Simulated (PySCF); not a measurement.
## Electron correlation in Hf⁶⁰⁺ (hafnium, charge +60)

Starting occupation: [Ne] 3s2. All numbers are calculated (PySCF 2.14, X2C-1e with screened-nucleus spin-orbit coupling, Gaussian nucleus, in an even-tempered Gaussian basis (17 s from 6.5 bohr⁻², ratio 2.6; 14 p from 8.5 bohr⁻², ratio 2.6; 6 d from 8.7 bohr⁻², ratio 2.8; 4 f from 120 bohr⁻², ratio 2.8)). Frozen: 1s2; 10 electrons correlated; the 52 highest virtual spinors left out.

MP2 pair energies summed by pair of shells (mhartree):

```json
{"pair": "3s1/2-3s1/2", "energy": "-118.06", "share (%)": "23.6"}
{"pair": "2p1/2-2p3/2", "energy": "-104.05", "share (%)": "20.8"}
{"pair": "2p3/2-2p3/2", "energy": "-98.19", "share (%)": "19.7"}
{"pair": "2p3/2-3s1/2", "energy": "-46.19", "share (%)": "9.3"}
{"pair": "2p3/2-2s1/2", "energy": "-43.41", "share (%)": "8.7"}
{"pair": "2p1/2-2p1/2", "energy": "-24.62", "share (%)": "4.9"}
{"pair": "2p1/2-2s1/2", "energy": "-23.26", "share (%)": "4.7"}
{"pair": "2p1/2-3s1/2", "energy": "-19.85", "share (%)": "4.0"}
{"pair": "2s1/2-2s1/2", "energy": "-11.73", "share (%)": "2.3"}
{"pair": "2s1/2-3s1/2", "energy": "-9.87", "share (%)": "2.0"}
```

Total MP2 correlation energy: -499.24 mhartree.

The virtual space was cut to 56 spinors, which keep -439.79 of the -499.24 mhartree of MP2 correlation.

```tsv
level	correlation energy (mhartree)
CCSD	-472.27
(T)	-0.62
CCSD(T)	-472.89
```

Diagnostics: T1 = 9.7e-05, largest double amplitude 0.081.

Cost of the coupled-cluster step: roughly 50 core-seconds, for 10 occupied and 56 virtual spinors.

Iterations:

```
Init t2, MP2 energy = -0.439789542488831
CCSD nocc = 10, nmo = 66
Init t2, MP2 energy = -0.439789542488831
Init E_corr(GCCSD) = -0.439789542488831
cycle = 1  E_corr(GCCSD) = -0.46194837964984  dE = -0.0221588372  norm(t1,t2) = 0.0180064
cycle = 2  E_corr(GCCSD) = -0.468473789561961  dE = -0.00652540991  norm(t1,t2) = 0.00680459
cycle = 3  E_corr(GCCSD) = -0.472301545902212  dE = -0.00382775634  norm(t1,t2) = 0.00267303
cycle = 4  E_corr(GCCSD) = -0.472269618544996  dE = 3.19273572e-05  norm(t1,t2) = 4.6626e-05
cycle = 5  E_corr(GCCSD) = -0.472270131555674  dE = -5.13010677e-07  norm(t1,t2) = 1.23465e-06
cycle = 6  E_corr(GCCSD) = -0.472270075014553  dE = 5.6541121e-08  norm(t1,t2) = 6.17929e-08
cycle = 7  E_corr(GCCSD) = -0.472270059746688  dE = 1.52678647e-08  norm(t1,t2) = 2.63543e-08
cycle = 8  E_corr(GCCSD) = -0.472270033200454  dE = 2.65462336e-08  norm(t1,t2) = 1.67709e-08
cycle = 9  E_corr(GCCSD) = -0.472270046507582  dE = -1.33071279e-08  norm(t1,t2) = 8.04588e-10
cycle = 10  E_corr(GCCSD) = -0.472270045566844  dE = 9.40738154e-10  norm(t1,t2) = 8.15264e-09
GCCSD converged
E(GCCSD) = -10902.5278515162  E_corr = -0.472270045566844
```

The coupled-cluster values are those of the cut space; adding the MP2 remainder, -59.45 mhartree, estimates the full space.

At this charge the one-electron X2C treatment keeps the bare 1/r₁₂, with no two-electron picture change or Breit term. The effect here is smaller than on the frozen 1s shell.
